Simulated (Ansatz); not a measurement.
`BC1(C)CO1` + `O[Si](F)(F)Br` → `BO[Si](F)(F)Br` + `CC1CO1` at 500 K and 1 bar (ligand exchange at a B–C bond).

Computed with Ansatz on PBE0-D4/def2-TZVP structures; ΔE is electronic, products minus reactants. CBS: MP2 limit from def2 TZ/QZ plus the TZ coupled-cluster correction, frozen cores. For Br outer-core shells are correlated without core-valence functions, which leaves a few kJ/mol of doubt a bond. Scalar relativity is left out up to krypton. One conformer a species, not always the lowest.

```json
{"species": "`BC1(C)CO1`", "CCSD(T)/CBS energy (Eh)": "-218.26931", "H − E (kJ/mol)": "294.4", "S (J/(mol·K))": "371.5"}
{"species": "`O[Si](F)(F)Br`", "CCSD(T)/CBS energy (Eh)": "-3138.00572", "H − E (kJ/mol)": "96.2", "S (J/(mol·K))": "393.0"}
{"species": "`BO[Si](F)(F)Br`", "CCSD(T)/CBS energy (Eh)": "-3163.42790", "H − E (kJ/mol)": "136.6", "S (J/(mol·K))": "437.3"}
{"species": "`CC1CO1`", "CCSD(T)/CBS energy (Eh)": "-192.89474", "H − E (kJ/mol)": "257.3", "S (J/(mol·K))": "324.5"}
```

H − E and S are ideal-gas, rigid-rotor, harmonic terms from PBE0-D4/def2-TZVP, for one conformer and one mirror image of each species. 1 Eh = 2625.50 kJ/mol, R = 8.31446 J/(mol·K).

Q: By hand: ΔE, ΔH, ΔS and ΔG.

A: ΔE = (-3163.42790) + (-192.89474) − (-218.26931) − (-3138.00572) = -0.04761 Eh = -125.0 kJ/mol. Δ(H − E) = 136.6 + 257.3 − 294.4 − 96.2 = 3.3, so ΔH = -121.7 kJ/mol. ΔS = 437.3 + 324.5 − 371.5 − 393.0 = -2.7 J/(mol·K). ΔG = -121.7 − 500 × (-2.7)/1000 = -120.4 kJ/mol.

Q: By hand: the equilibrium constant, and the temperature at which ΔG would vanish if ΔH and ΔS stayed fixed.

A: log₁₀ K = −ΔG/(RT ln 10) = 12.6. ΔG = 0 at ΔH/ΔS = 45074 K, far beyond where these terms or the molecules hold.

The number of gas molecules stays the same, so ΔS is small and ΔH decides. A doubt of 5 kJ/mol in ΔE shifts log₁₀ K by 0.5 here. Other conformers and mirror images would add mixing entropy, several J/(mol·K) or more a flexible species. Modes under 60 cm⁻¹, often nearly free rotors, make the harmonic entropy too high. These are equilibria of isolated gas molecules and say nothing of rates. Largest T1 diagnostic: 0.012 (customary marks: 0.02 for closed shells, 0.045 for open ones).
